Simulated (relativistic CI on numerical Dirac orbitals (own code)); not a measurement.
# Hyperfine structure of Cr, mass number 53

Method of calculation: Dirac-Coulomb-Breit CI, separate exchange-only KLI orbitals for each configuration, a model potential for QED, valence Slater integrals scaled by 0.85, P86 correlation energy added to each configuration (own radial code, finite nucleus).

Configurations in the expansion (outside the closed core [Ar]): 3d5 4s, 3d4 4s2, 3d5 4p, 3d4 4s 4p, 3d5 4d, 3d5 4f, 3d6, 3d3 4s2 4p, 3d3 4s 4p2, 3d4 4s 5s, 3d5 5s, 3d5 5p, 3d4 4s 6s, 3d5 6s, 3d3 4s2 5s, 3d3 4s2 5p. Levels of other configurations are missing.

Nuclear spin I = 3/2, μ = -0.47431 μN, Q = -0.15 b (tables of Stone and Pyykkö). The electronic factors are computed for point nuclear moments, without core polarisation; leaving it out makes A of s and p electrons in near-neutral atoms 20 to 40 % too small, and it can dominate for d and f shells.

```csv
Level,E (eV),A (MHz),B (MHz)
3d5 4s 7S_3,0.0000,-139.1,0.00783
3d4 4s2 5D_1,0.8642,-32.93,-22.4
3d4 4s2 5D_2,0.8783,-40.9,-13.8
3d4 4s2 5D_3,0.8986,-52.18,16
3d4 4s2 5D_4,0.9245,-66.22,64.8
3d5 4s 5S_2,1.3572,108.3,0.00702
3d4 4s 4p 7F°_1,2.2065,-117,-13.2
3d4 4s 4p 7F°_2,2.2157,-118.3,-13.9
```

Levels with J = 0, under 50 % of one LS term, or S terms without an open s electron are left out. Small factors come from cancelling terms and can be off by tens of per cent or more.

For a near-neutral ion this model can misplace configurations by up to about 10,000 cm⁻¹ (more where the count of f electrons changes) and terms by 10 to 25 % of their spread. Rates follow the energies as ν³ (E1, M1) or ν⁵ (E2), so they and the lifetimes can be off by large factors. The fine structure of a lone outer electron comes out too small, for d and f at times inverted, and misplaced configurations move strength between like terms. 38 of the 38 excited levels that our extract of the measured tables holds in this range could be paired (the sources list more); they are missed by 3884 cm⁻¹ on average and 9725 at most, and levels without a partner can miss by more.

Question: Give the hyperfine levels of 3d5 4s 7S_3 relative to its centre of gravity.

Answer: With K = F(F + 1) − I(I + 1) − J(J + 1), E = AK/2 + B[¾K(K + 1) − I(I + 1)J(J + 1)]/[2I(2I − 1)J(2J − 1)]: F = 3/2: 834.7, F = 5/2: 486.9, F = 7/2: -0.003914, F = 9/2: -626 MHz.
